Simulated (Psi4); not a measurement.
Cl3OTa, triplet, at a GFN2-xTB geometry (such geometries of metal compounds can be far from the true shape) (the multiplicity is a formal guess) (core potentials on Ta), with bond 4-1 at 1.6 times its length; B3LYP/def2-SV(P) (Psi4 1.11).

Here is a job for Psi4.
```
memory 2 GB

molecule mol {
0 3
Ta    0.310121    0.122858   -0.127814
O     1.498902    1.139606   -0.791893
Cl    1.248628   -1.335208    1.282528
Cl   -2.817989   -2.004947   -0.457866
Cl   -1.640743    1.478374   -0.026926
}

set {
  basis def2-sv(p)
  reference uks
  damping_percentage 20
}

energy('b3lyp')
print_variables()
```

The log (banner, timings and long lists left out):

```
   => Loading Basis Set <=

    Name: DEF2-SV(P)
    Role: ORBITAL
    Keyword: BASIS

    !!!  WARNING: ECP capability is in beta. Please check occupations closely.  !!!

         ---------------------------------------------------------
                                   SCF
               by Justin Turney, Rob Parrish, Andy Simmonett
                          and Daniel G. A. Smith
                              UKS Reference
         ---------------------------------------------------------

  ==> Geometry <==

    Molecular point group: c1
    Full point group: C1

    Geometry (in Angstrom), charge = 0, multiplicity = 3:

       Center              X                  Y                   Z               Mass
    ------------   -----------------  -----------------  -----------------  -----------------
         TA           0.416674346325     0.204506432586    -0.101648522767   180.947995800000
         O            1.605455346325     1.221254432586    -0.765727522767    15.994914619570
         CL           1.355181346325    -1.253559567414     1.308693477233    34.968852682000
         CL          -2.711435653675    -1.923298567414    -0.431700522767    34.968852682000
         CL          -1.534189653675     1.560022432586    -0.000760522767    34.968852682000

  Running in c1 symmetry.

  Rotational constants: A =      0.05005  B =      0.02980  C =      0.02089 [cm^-1]
  Rotational constants: A =   1500.40483  B =    893.29587  C =    626.31409 [MHz]
  Nuclear repulsion =  334.067626896396234

  Charge       = 0
  Multiplicity = 3
  Electrons    = 72
  Nalpha       = 37
  Nbeta        = 35

  ==> Algorithm <==

  SCF Algorithm Type is DF.
  DIIS enabled.
  MOM disabled.
  Fractional occupation disabled.
  Guess Type is SAD.
  Energy threshold   = 1.00e-06
  Density threshold  = 1.00e-06
  Integral threshold = 1.00e-12

  ==> Primary Basis <==

  Basis Set: DEF2-SV(P)
    Blend: DEF2-SV(P)
    Number of shells: 41
    Number of basis functions: 93
    Number of Cartesian functions: 99
    Spherical Harmonics?: true
    Max angular momentum: 2

  Core potential: DEF2-SV(P)
    Number of shells: 4
    Number of ECP primitives: 10
    Number of ECP core electrons: 60
    Max angular momentum: 3

  ==> DFT Potential <==

   => LibXC <=

    Version 7.1.2
    S. Lehtola, C. Steigemann, M. J. T. Oliveira, and M. A. L. Marques,  SoftwareX 7, 1–5 (2018) (10.1016/j.softx.2017.11.002)

   => Composite Functional: B3LYP <=

[...]
   @DF-UKS iter  89: -1512.49242030943537    4.94932e-05   3.08343e-06 DIIS/DAMP=20%
   @DF-UKS iter  90: -1512.49241732582573    2.98361e-06   2.49327e-06 DIIS/DAMP=20%
   @DF-UKS iter  91: -1512.49248036565518   -6.30398e-05   6.02255e-06 DIIS/DAMP=20%
   @DF-UKS iter  92: -1512.49243850540688    4.18602e-05   5.35309e-06 DIIS/DAMP=20%
   @DF-UKS iter  93: -1512.49246957060654   -3.10652e-05   3.82874e-06 DIIS/DAMP=20%
   @DF-UKS iter  94: -1512.49239591658215    7.36540e-05   2.36847e-06 DIIS/DAMP=20%
   @DF-UKS iter  95: -1512.49251904029211   -1.23124e-04   1.12764e-06 DIIS/DAMP=20%
   @DF-UKS iter  96: -1512.49244159006344    7.74502e-05   3.62933e-06 DIIS/DAMP=20%
   @DF-UKS iter  97: -1512.49244994751530   -8.35745e-06   5.09408e-06 DIIS/DAMP=20%
   @DF-UKS iter  98: -1512.49244621263460    3.73488e-06   3.90381e-06 DIIS/DAMP=20%
   @DF-UKS iter  99: -1512.49239810194103    4.81107e-05   2.99408e-06 DIIS/DAMP=20%
   @DF-UKS iter 100: -1512.49245987208224   -6.17701e-05   6.55084e-06 DIIS/DAMP=20%

PsiException: Could not converge SCF iterations in 100 iterations.

  Failed to converge.

Traceback (most recent call last):
  File "psi4", line 375, in <module>
  File "<string>", line 27, in <module>
  File "site-packages/psi4/driver/driver.py", line 533, in energy
  File "site-packages/psi4/driver/procrouting/proc.py", line 2760, in run_scf
  File "site-packages/psi4/driver/procrouting/proc.py", line 2047, in scf_helper
  File "site-packages/psi4/driver/procrouting/scf_proc/scf_iterator.py", line 93, in scf_compute_energy
  File "site-packages/psi4/driver/procrouting/scf_proc/scf_iterator.py", line 86, in scf_compute_energy
  File "site-packages/psi4/driver/procrouting/scf_proc/scf_iterator.py", line 609, in scf_iterate

psi4.driver.p4util.exceptions.SCFConvergenceError: Could not converge SCF iterations in 100 iterations.

Printing out the relevant lines from the Psithon --> Python processed input file:
    ""","mol")
    core.IO.set_default_namespace("mol")
    core.set_global_option("BASIS", "def2-sv(p)")
    core.set_global_option("REFERENCE", "uks")
    core.set_global_option("DAMPING_PERCENTAGE", 20)
--> energy('b3lyp')
    print_variables()

!-------------------------------------------------------!
!                                                       !
!  Could not converge SCF iterations in 100 iterations. !
!                                                       !
!-------------------------------------------------------!
```

Convergence was not reached.
